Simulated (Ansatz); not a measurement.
Reaction (SMILES): NB (BH2-NH2) → [NH-]B + H+
B3LYP-D3(BJ)/def2-TZVP geometries, fixed; electronic energies without zero-point terms.
Largest species:
```
B
N 1 1.3876
H 2 1.0069 1 123.31
H 2 1.0069 3 113.37 1 180.00
H 1 1.1928 2 119.04 3 0.00
H 1 1.1928 5 121.92 2 180.00
```

Basis-set convergence of the deprotonation energy at HF with Ansatz (a first-principles code). Cartesian d functions, on some or all atoms, in 6-31G*, 6-31G**; all else is spherical. The proton leaves the site shown, which need not be the most acidic. No added dispersion term, no relativity. Functions are those of the species that has most. Reference: the value in aug-pcseg-3, 398.61 kcal/mol, itself unsure by roughly 0.08 kcal/mol (its mean distance from aug-cc-pVQZ, def2-QZVPPD). Deviations are taken from unrounded values.

```
basis            functions
---------------  ---------
STO-3G                  14
3-21G                   26
6-31G                   26
6-31G*                  38
cc-pVDZ                 48
6-31G**                 50
6-311G**                60
aug-cc-pVDZ             82
cc-pVTZ                116
jun-cc-pV(T+d)Z        134
aug-cc-pVTZ            184
cc-pVQZ                230
aug-cc-pVQZ            344
cc-pV5Z                402
```

Task: Which is the smallest set listed that can be trusted to 2 kcal/mol here, that is, within that of the reference together with its larger relatives (same family, alike in diffuse functions; a set with none to test it counts only in the reference's own line)?

Result: The smallest set listed that lies within 2 kcal/mol of the reference with all its larger relatives (same family, alike in diffuse functions; a set with none counts only in the reference's own line) is jun-cc-pV(T+d)Z (134 functions, -0.35 kcal/mol off). Value minus reference: STO-3G 94.27, 3-21G 15.49, 6-31G 13.24, 6-31G* 8.10, cc-pVDZ 5.47, 6-31G** 10.70, 6-311G** 4.78, aug-cc-pVDZ -2.63, cc-pVTZ 2.77, jun-cc-pV(T+d)Z -0.35, aug-cc-pVTZ -0.34, cc-pVQZ 1.19, aug-cc-pVQZ -0.15, cc-pV5Z 0.33 kcal/mol.
